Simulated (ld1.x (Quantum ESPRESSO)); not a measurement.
**Cutoff test, manganese, PAW**

* Element: manganese (Mn)
* Generator: ld1.x (Quantum ESPRESSO) 7.5
* Type: PAW
* Functional: BLYP
* Relativity: scalar-relativistic
* Frozen core: [Ar]
* Valence charge: 7
* Reference configuration: 3d5 4s1.5 4p0 (charge +0.5)
* Partial waves: 4s (bound): rcut 1.70, rcutus 2.20 bohr; 4s channel at 0.65 Ry: rcut 1.70, rcutus 2.20 bohr; 4p (bound, empty): rcut 2.10, rcutus 2.40 bohr; 4p channel at 2.15 Ry: rcut 2.10, rcutus 2.40 bohr; 3d (bound): rcut 1.35, rcutus 1.60 bohr; 3d channel at -0.3 Ry: rcut 1.35, rcutus 1.60 bohr
* Local potential: all-electron potential smoothed inside 1.85 bohr (lloc = -1)
* Core correction: Bessel-smoothed model core inside 1.65 bohr
* Augmentation charge: PSQ, radius 1.15 bohr

The pseudo-atom Hamiltonian at the reference potential is diagonalised in spherical Bessel functions j_l(qr) that vanish at 20 bohr, with q² up to the cutoff. All-electron valence levels (Ry): 4s -0.6145, 4p -0.3024, 3d -0.7775.

Question: How do the lowest levels (Ry) of each channel move with the cutoff, and are there ghosts?

Answer:

```csv
cutoff (Ry),s #1,p #1,p #2,d #1,f #1,f #2,Σ f·Δε (mRy)
8,-0.6141,-0.3022,-0.0545,-0.0836,0.0270,0.1378,3470.0
12,-0.6143,-0.3023,-0.0546,-0.1315,0.0270,0.1378,3230.5
21,-0.6145,-0.3024,-0.0546,-0.5793,0.0270,0.1377,990.9
30,-0.6145,-0.3024,-0.0546,-0.7511,0.0270,0.1377,132.0
40,-0.6145,-0.3024,-0.0546,-0.7767,0.0270,0.1377,4.3
50,-0.6145,-0.3024,-0.0546,-0.7769,0.0270,0.1377,2.9
70,-0.6145,-0.3024,-0.0546,-0.7774,0.0270,0.1377,0.4
90,-0.6145,-0.3024,-0.0546,-0.7775,0.0270,0.1377,0.2
400,-0.6145,-0.3024,-0.0546,-0.7775,0.0270,0.1377,0.0
```

Result: no extra level below or beside the all-electron valence levels (s, p, d, f tested); 10 mRy is reached at 40 Ry and 1 mRy at 70 Ry.

Its largest configuration-test error is -1884 meV.
